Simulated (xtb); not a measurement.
Zn(Br)(SH) (BrHSZn), SMILES [SH][Zn][Br]. All values are semi-empirical tight-binding results from xtb (GFN2-xTB unless named), good for trends rather than for accurate numbers. Geometry: GFN2-xTB. The values are those of a single conformer.

For metal compounds this method's bond lengths and energies can be far off.

The point group as xtb finds it is Cs and the orbital gap is 3.08 eV. The zero-point energy is 5.3 kcal/mol. The G − E(el) at 298.15 K (modified RRHO) comes out as -14.3 kcal/mol.
